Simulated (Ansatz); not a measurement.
A search over several starts for the lowest SCF solution of the cluster Ag2Te⁻ at the given spin, in a small basis.

```yaml
crystal:
  periodic: [false, false, false]
  atoms:
    - {symbol: Ag, position_ang: [0.259311, -1.023274, -1.208208]}
    - {symbol: Ag, position_ang: [-1.032025, -0.165408, 1.217374]}
    - {symbol: Te, position_ang: [0.772715, 1.188682, -0.009166]}
basis:
  gaussian: {orbitals: def2-SVP}
total_charge: -1
magnetization: {spin_polarized: true, initial_magnetization: 1}
hamiltonian: {xc: pbe0, dispersion: d4}
output: {orbitals: {seedname: orbitals}}
```

```sh
$ ansatz run in.yaml --threads 4 --pin off --events-out ev --progress --plain --max-ram 3916MiB
```

It prints (some lines left out):

```
Functional definition: PBE0
989 factors; integrals over basis functions are off by at most 6.3e-4 eV
mean field evaluation 1: about -15293.0735 eV, gradient 8.6e0 eV
mean field evaluation 2: about -15291.5656 eV, gradient 1.7e1 eV
mean field evaluation 4: about -15293.7079 eV, gradient 7.0e-1 eV
mean field evaluation 8: about -15293.8857 eV, gradient 1.4e-1 eV
mean field evaluation 16: about -15293.8860 eV, gradient 6.0e-4 eV
mean field evaluation 32: about -15293.6017 eV, gradient 1.5e0 eV
mean field -15293.88598463 eV, -562.0399433669 hartree, gradient 4.0e-5 eV, S^2 0.757104; 3 other end points of the search recorded, 0 dependent functions left out
reference -15293.88600953 eV, -562.0399442821 hartree; 32, 31 occupied and 56, 57 virtual orbitals, 989 factors
Total energy: -15294.01269499 eV, -562.0445998866 hartree
```

Hardware: 4 threads of Arm Neoverse V2 on a shared host. Wall time 6 s.

In the def2 sets Ag, Te take a core potential; there is no spin–orbit coupling. The highest occupied level of the charge -1 doublet lies above zero (up to 0.26 eV). By energy differences its removal costs 1.28 eV (vertical, to the charge 0 singlet, at PBE0-D4/def2-TZVPD). The structure comes from a short search, and lower isomers may exist.
